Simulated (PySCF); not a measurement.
Species: [TaCl6]- (charge -1 and singlet state).
Bonds: Ta1–Cl2, Ta1–Cl3, Ta1–Cl4, Ta1–Cl5, Ta1–Cl6, Ta1–Cl7.

Method: PySCF, PBE0-D3(BJ)/def2-SVP geometry optimisation, gas phase, def2 core potentials past Kr.

(1) How far are the bound atoms from Ta1?

(2) List the angles at Ta1.

(3) What is the shape at Ta1?

(4) What are the rotational constants (commonest isotopes, rigid rotor)?

Answers

(1) 6 atoms: Cl3 2.370 Å, Cl6 2.370 Å, Cl5 2.370 Å, Cl2 2.370 Å, Cl4 2.370 Å, Cl7 2.370 Å.

(2) 
```csv
angle,degrees,distance of the outer atoms (Å)
Cl2–Ta1–Cl3,179.8,4.74
Cl4–Ta1–Cl5,179.7,4.74
Cl6–Ta1–Cl7,179.6,4.74
Cl3–Ta1–Cl7,90.3,3.36
Cl5–Ta1–Cl6,90.3,3.36
Cl2–Ta1–Cl4,90.2,3.36
Cl2–Ta1–Cl5,90.1,3.35
Cl3–Ta1–Cl6,90.0,3.35
Cl5–Ta1–Cl7,90.0,3.35
Cl3–Ta1–Cl4,90.0,3.35
Cl4–Ta1–Cl6,89.9,3.35
Cl2–Ta1–Cl6,89.9,3.35
Cl4–Ta1–Cl7,89.8,3.35
Cl2–Ta1–Cl7,89.8,3.35
Cl3–Ta1–Cl5,89.7,3.34
```

(3) Octahedral: the three widest angles are 179.8°, 179.7° and 179.6°, the others run from 89.7° to 90.3°.

(4) A = 643.7, B = 643.3, C = 642.4 MHz: a spherical top.

Point group: Oh (tolerance 0.08 Å). Charge -1, singlet. Stationary, but not proved a minimum.
